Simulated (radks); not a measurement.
Task: The mean radii <r> (bohr) of the occupied orbitals of an atom or ion are listed with their occupations. Calculated with a radial shooting solver on a logarithmic mesh with Libxc functionals: Dirac Kohn-Sham, PBE, spin-unpolarised, spherical densities, finite nucleus; Fermi nuclear charge, rms radius of each element as measured or else 0.836 A^(1/3) + 0.57 fm.

| orbital | occ. | <r> |
|---|---|---|
| 1s1/2 | 2 | 0.03428 |
| 2s1/2 | 2 | 0.1493 |
| 2p1/2 | 2 | 0.1271 |
| 2p3/2 | 4 | 0.1318 |
| 3s1/2 | 2 | 0.4151 |
| 3p1/2 | 2 | 0.4089 |
| 3p3/2 | 4 | 0.4195 |
| 3d3/2 | 4 | 0.3967 |
| 3d5/2 | 6 | 0.4002 |
| 4s1/2 | 2 | 1.044 |
| 4p1/2 | 2 | 1.124 |
| 4p3/2 | 4 | 1.150 |
| 4d3/2 | 3 | 1.435 |

Name the element and its charge. Open shells, if any, fill j = l - 1/2 first.

Result: Z = 43, technetium, charge +4: Tc4+ in [Kr] 4d3. The 1s radius gives Z: for a bare nucleus <r> = (2 gamma + 1)/(2Z) with gamma = sqrt(1 - (Z/c)^2), 0.03371 bohr for Z = 43, and screening makes it slightly larger (0.03428 here). The occupations add up to 39, and the charge is Z minus that.
